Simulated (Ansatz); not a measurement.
A structure relaxed at PBE-D4/def2-SVP in Ansatz, charge 0, singlet:

```xyz
18

Mg   -1.1112   -2.6798   -1.3736
Mg   -0.0164   -0.2594   -2.8542
Mg    1.7138   -2.2744   -0.3231
Mg   -1.0721   -1.5301    2.1739
Mg   -2.8024    0.4850   -0.3574
Mg   -1.6991    1.4426    2.3100
Mg    0.2233    2.7969   -0.5850
Mg    1.9534    0.7821    1.9460
Mg    2.8104    1.2372   -0.9363
S    -2.3474   -0.8101   -2.3066
S     0.9839   -2.4479   -2.6212
S    -0.2219   -3.2853    0.8027
S    -3.2016   -0.4346    1.8425
S    -2.0014    2.7216    0.2686
S     0.1239    0.2466    3.3777
S     1.1607    1.8010   -2.6260
S     3.2862   -0.6741    0.4833
S     2.2177    2.8826    0.7787
```

Problem. Give its formula and point group.

Solution. Mg₉S₉ (started as a model of: (MgS)9 cage of four- and six-membered rings). Point group C3h (tolerance 0.1 Å).

Problem. Summarise the bond lengths by kind (pairs closer than 1.2 times the sum of covalent radii, bridged metal pairs left out).

Solution. 27 × Mg–S 2.38 to 2.46 Å.

Another isomer (singlet) lies 0.34 eV lower at PBE0-D4/def2-TZVP; other spin states weren't run for this one.
